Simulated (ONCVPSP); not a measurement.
**Before and after: ONCV potential for iron**

* Element: Fe (Z = 26)
* Generator: ONCVPSP 4.0.1
* Type: optimised norm-conserving Vanderbilt (ONCV)
* Functional: PBE
* Relativity: scalar-relativistic
* Frozen core: [Ne]
* Valence charge: 16
* Reference configuration: 3s2 3p6 3d6.5 4s1.5
* Partial waves: 3s+4s: rc 1.45 bohr, ncon 3, nbas 6, qcut 7.1 1/bohr, 2 projectors; 3p: rc 0.95 bohr, ncon 4, nbas 9, qcut 10.3 1/bohr, 3 projectors, debl 3 Ha; 3d: rc 1.65 bohr, ncon 4, nbas 9, qcut 7.4 1/bohr, 1 projector
* Local potential: polynomial inside 0.80 bohr (lpopt 5, dvloc0 -1 Ha)
* Core correction: polynomial model core, fcfact 0.7

All-electron outer shells of the reference configuration (PBE, scalar-relativistic, ld1.x):

```json
{"shell": "2p", "level (eV)": "-695.71", "outermost node (bohr)": "–", "outermost maximum (bohr)": "0.18"}
{"shell": "3s", "level (eV)": "-91.55", "outermost node (bohr)": "0.33", "outermost maximum (bohr)": "0.70"}
{"shell": "3p", "level (eV)": "-57.65", "outermost node (bohr)": "0.30", "outermost maximum (bohr)": "0.72"}
{"shell": "3d", "level (eV)": "-5.48", "outermost node (bohr)": "–", "outermost maximum (bohr)": "0.72"}
{"shell": "4s", "level (eV)": "-4.74", "outermost node (bohr)": "1.01", "outermost maximum (bohr)": "2.47"}
```

Change: all radii but the core radius scaled by about 1.08 (s 1.58, p 1.02, d 1.78 bohr); local potential polynomial inside 0.86 bohr (lpopt 5, dvloc0 -1 Ha).

Cutoffs: the cutoffs (Ha) at which the residual kinetic energy of the hardest occupied pseudo-wave falls to 1 and 0.1 mHa per electron; they do not see the model core or the augmentation charge, which bear on the density cutoff. Errors are all-electron minus pseudo energies relative to the spin-unpolarised reference configuration.

Question: What does the change do?

Answer: The potential gets neither clearly harder nor softer (31 Ha and 108 Ha → 32 Ha and 62 Ha); the p channel sets the loose cutoff, while the largest relative change is in d, which becomes softer; of the 4 tests that both files solve, the error grows in 3 and shrinks in 1 by more than 15 % and 0.3 meV (median size 13.3 → 18.8 meV); neither file shows a bound ghost.

| quantity | base | changed |
| --- | --- | --- |
| cutoff, loose | 31 Ha | 32 Ha |
| cutoff, tight | 108 Ha | 62 Ha |
| loose cutoff by channel | s 12 Ha, p 31 Ha, d 31 Ha | s 13 Ha, p 32 Ha, d 26 Ha |
| bound ghosts | none | none |
| GHOST(+) flags under 300 eV | none | none |
| error for 3s2 3p6 3d6 4s2, meV [ΔE 0.73 eV] | +11 | +15 |
| error for 3s2 3p6 3d6 4s1, meV [ΔE 9.46 eV] | -1.1 | -0.4 |
| error for 3s2 3p6 3d6 4s0, meV [ΔE 25.66 eV] | -16 | -23 |
| error for 3s2 3p6 3d5 4s2, meV [ΔE 14.93 eV] | +155 | +211 |
| rms error of d²Exc/dni dnj with the model core, mHa | 1.68 | 1.96 |
